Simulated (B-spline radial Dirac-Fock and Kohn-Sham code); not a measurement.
ΔSCF core binding energies without Breit or QED terms, calculated with an atomic code on a B-spline grid.

A sound run for the Tc atom in the configuration 1s2 2s2 2p6 3s2 3p6 3d10 4s2 4p6 4d5 5s2: The ground state converged in 12 iterations, with total energy -4284.11356 Ha, virial ratio 1.96249 and highest orbital energy -6.68 eV. ΔSCF binding energies: K (1s) 21114.8 eV, L3 (2p3/2) 2694.4 eV, M5 (3d5/2) 265.2 eV.

A second run, with one unsound setting: The ground state converged in 12 iterations, with total energy -4283.68244 Ha, virial ratio 1.96249 and highest orbital energy -6.66 eV. ΔSCF binding energies: K (1s) 21114.3 eV, L3 (2p3/2) 2694.8 eV, M5 (3d5/2) 265.6 eV.

```
iter   energy (Ha)        error
   1    -4276.86069274  1.53e+00
   2    -4281.13533628  3.09e-01
   3    -4283.41207809  1.09e-01
   4    -4283.64409254  4.57e-02
   5    -4283.67572964  1.25e-02
   6    -4283.68144701  4.92e-03
   7    -4283.68223761  2.09e-03
   8    -4283.68241344  6.66e-04
   9    -4283.68243491  6.39e-05
  12    -4283.68243522  1.16e-07
```

Question: Which fault fits the second run best?
A. unbound anion
B. spline order too low
C. overfilled shell
D. speed of light below Z

Answer: B. The input had order = 3: order is too low for an accurate radial basis.
